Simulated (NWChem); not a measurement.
System: CH₂NO cation; SMILES [OH+]=C=N

Here is an NWChem input.

```
start job
memory heap 200 mb stack 900 mb global 1100 mb
charge 1
geometry units angstroms noautosym nocenter noautoz
  N     -0.030223     1.189583     0.000000
  C     -0.017029     0.042236     0.000000
  O     -0.119776    -1.188185     0.000000
  H     -0.038786     2.206435     0.000000
  H      0.701977    -1.725205     0.000000
end
basis spherical
  N library def2-svp
  C library def2-svp
  O library def2-svp
  H library def2-svp
end
dft
  xc b3lyp
  iterations 150
  mulliken
end
task dft energy
esp
  recalculate
  probe 0.07
  range 0.3
  factor 1.0
  spacing 0.02
end
task esp
```

Excerpt of the output:

```
             Northwest Computational Chemistry Package (NWChem) 7.3.0
             --------------------------------------------------------

                             Geometry "geometry" -> ""
                             -------------------------

 Output coordinates in angstroms (scale by  1.889725989 to convert to a.u.)

  No.       Tag          Charge          X              Y              Z
 ---- ---------------- ---------- -------------- -------------- --------------
    1 N                    7.0000    -0.03022300     1.18958300     0.00000000
    2 C                    6.0000    -0.01702900     0.04223600     0.00000000
    3 O                    8.0000    -0.11977600    -1.18818500     0.00000000
    4 H                    1.0000    -0.03878600     2.20643500     0.00000000
    5 H                    1.0000     0.70197700    -1.72520500     0.00000000

 Effective nuclear repulsion energy (a.u.)      66.0938934296

                                 NWChem DFT Module
                                 -----------------

 Summary of "ao basis" -> "ao basis" (spherical)
 ------------------------------------------------------------------------------
       Tag                 Description            Shells   Functions and Types
 ---------------- ------------------------------  ------  ---------------------
 N                          def2-svp                 6       14   3s2p1d
 C                          def2-svp                 6       14   3s2p1d
 O                          def2-svp                 6       14   3s2p1d
 H                          def2-svp                 3        5   2s1p

            General Information
            -------------------
          SCF calculation type: DFT
          Wavefunction type:  closed shell.
          No. of atoms     :     5
          No. of electrons :    22
           Alpha electrons :    11
            Beta electrons :    11
          Charge           :     1
          Spin multiplicity:     1
          Use of symmetry is: off; symmetry adaption is: off
          Maximum number of iterations: 150
          AO basis - number of functions:    52
                     number of shells:    24
          Convergence on energy requested:  1.00D-06
          Convergence on density requested:  1.00D-05
          Convergence on gradient requested:  5.00D-04

              XC Information
              --------------
                         B3LYP Method XC Potential
                     Hartree-Fock (Exact) Exchange  0.200
                        Slater Exchange Functional  0.800 local
                    Becke 1988 Exchange Functional  0.720 non-local
              Lee-Yang-Parr Correlation Functional  0.810
                  VWN I RPA Correlation Functional  0.190 local

             Grid Information
             ----------------
          Grid used for XC integration:  medium
          Radial quadrature: Mura-Knowles
          Angular quadrature: Lebedev.
          Tag              B.-S. Rad. Rad. Pts. Rad. Cut. Ang. Pts.
          ---              ---------- --------- --------- ---------
          N                   0.65       49           9.0       434
          C                   0.70       49           8.0       434
          O                   0.60       49          10.0       434
          H                   0.35       45          11.0       434
          Grid pruning is: on
          Number of quadrature shells:   237
          Spatial weights used:  Erf1

      Superposition of Atomic Density Guess
      -------------------------------------

 Sum of atomic energies:        -167.55870401

 Renormalizing density from      23.00 to     22

      Non-variational initial energy
      ------------------------------

 Total energy =    -164.046591
 1-e energy   =    -342.650264
 2-e energy   =     112.509779
 HOMO         =      -0.834898
 LUMO         =      -0.325434

     ---------------------------------------------
      Total Density - Mulliken Population Analysis
     ---------------------------------------------

    Atom       Charge   Shell Charges
 -----------   ------   -------------------------------------------------------
    1 N    7     7.23   1.99  1.10  0.31  2.75  1.04  0.03
    2 C    6     5.32   1.99  0.94  0.15  1.67  0.45  0.12
    3 O    8     8.37   1.99  1.17  0.49  3.27  1.44  0.01
    4 H    1     0.58   0.47  0.07  0.04
    5 H    1     0.50   0.42  0.03  0.06

   convergence    iter        energy       DeltaE   RMS-Dens  Diis-err
 ---------------- ----- ----------------- --------- --------- ---------
 d= 0,ls=0.0,diis     1   -168.6955058724 -2.35D+02  2.18D-02  1.37D+00
 d= 0,ls=0.0,diis     2   -168.5915774669  1.04D-01  1.41D-02  2.42D+00
 d= 0,ls=0.0,diis     3   -168.8097062412 -2.18D-01  4.15D-03  8.67D-02
 d= 0,ls=0.0,diis     4   -168.8156735822 -5.97D-03  1.86D-03  3.84D-02
 d= 0,ls=0.0,diis     5   -168.8195135287 -3.84D-03  4.31D-04  1.61D-03
  Resetting Diis
 d= 0,ls=0.0,diis     6   -168.8196872842 -1.74D-04  4.25D-05  1.62D-05
 d= 0,ls=0.0,diis     7   -168.8196889843 -1.70D-06  1.40D-05  4.18D-07
 d= 0,ls=0.0,diis     8   -168.8196889311  5.32D-08  9.44D-06  9.33D-07

         Total DFT energy =     -168.819688931084
      One electron energy =     -353.145329061789
           Coulomb energy =      139.542228549762
    Exchange-Corr. energy =      -21.310481848692
 Nuclear repulsion energy =       66.093893429635

 Numeric. integr. density =       22.000000011615

                       DFT Final Molecular Orbital Analysis
                       ------------------------------------

 Vector    9  Occ=2.000000D+00  E=-7.610104D-01
              MO Center= -6.4D-02, -4.0D-01,  9.5D-11, r^2= 1.3D+00
   Bfn.  Coefficient  Atom+Function         Bfn.  Coefficient  Atom+Function
  ----- ------------  ---------------      ----- ------------  ---------------
    34      0.460582  3 O  pz                20      0.387571  2 C  pz
    37      0.270954  3 O  pz                 6     -0.247254  1 N  pz
    23      0.139511  2 C  pz                 9      0.111812  1 N  pz

 Vector   10  Occ=2.000000D+00  E=-6.438565D-01
              MO Center= -8.1D-02,  3.4D-01,  3.9D-11, r^2= 1.8D+00
   Bfn.  Coefficient  Atom+Function         Bfn.  Coefficient  Atom+Function
  ----- ------------  ---------------      ----- ------------  ---------------
     4      0.478945  1 N  px                32      0.311745  3 O  px
     7     -0.302773  1 N  px                18     -0.289764  2 C  px
    35      0.194639  3 O  px                31     -0.155762  3 O  s
    48      0.143729  5 H  s                 30     -0.113730  3 O  s
    21     -0.093067  2 C  px                33      0.091362  3 O  py

 Vector   11  Occ=2.000000D+00  E=-6.189071D-01
              MO Center= -5.5D-02,  2.0D-01, -1.8D-10, r^2= 1.9D+00
   Bfn.  Coefficient  Atom+Function         Bfn.  Coefficient  Atom+Function
  ----- ------------  ---------------      ----- ------------  ---------------
     6      0.473356  1 N  pz                34      0.430352  3 O  pz
     9     -0.313422  1 N  pz                37      0.302684  3 O  pz
    20     -0.193630  2 C  pz                25     -0.056303  2 C  d -1
    23     -0.055897  2 C  pz

 Vector   12  Occ=0.000000D+00  E=-2.613002D-01
              MO Center=  9.1D-02,  1.5D-01,  3.4D-11, r^2= 2.0D+00
   Bfn.  Coefficient  Atom+Function         Bfn.  Coefficient  Atom+Function
  ----- ------------  ---------------      ----- ------------  ---------------
    18      0.586943  2 C  px                21      0.534925  2 C  px
     7     -0.493091  1 N  px                 4      0.413013  1 N  px
    49     -0.319489  5 H  s                 48     -0.269273  5 H  s
    22     -0.195842  2 C  py                36     -0.168055  3 O  py
    17      0.161032  2 C  s                 32     -0.135668  3 O  px

[...]

                     NWChem Electrostatic Potential Fit Module
                     -----------------------------------------

 Atom parameters

 Number of atoms is                                    5
 Number of basis functions is                         52

 Grid parameters

 Maximum number of grid points is                  25595
 Number of grid points is                          25594
 Grid range                                     0.300000 nm
 Grid spacing                                   0.020000 nm
 Probe radius                                   0.070000 nm
 Atom radius factor                             1.000000

 Atomic radii

    1    0.100000
    6    0.147000
    7    0.140000
    8    0.136000
 FASTESP  F
  using M.O. file = ./job.movecs

    Atom              Coordinates                           Charge

                                                  ESP

    1 N    -0.003022    0.118958    0.000000   -0.397427
    2 C    -0.001703    0.004224    0.000000    0.710482
    3 O    -0.011978   -0.118819    0.000000   -0.288092
    4 H    -0.003879    0.220644    0.000000    0.495873
    5 H     0.070198   -0.172521    0.000000    0.479164
                                            ------------
                                                1.000000

 Dipole moment                                  0.459002

 Quadrupole moment Qxx                         -8.960029
                   Qyy                         19.717771
                   Qzz                        -10.757742

 RMS deviation kJ/mol                           0.046643

 RRMS %                                         1.590215
```

Level: B3LYP/def2-SVP. Structure relaxed at the PBE0/def2-SVP level.
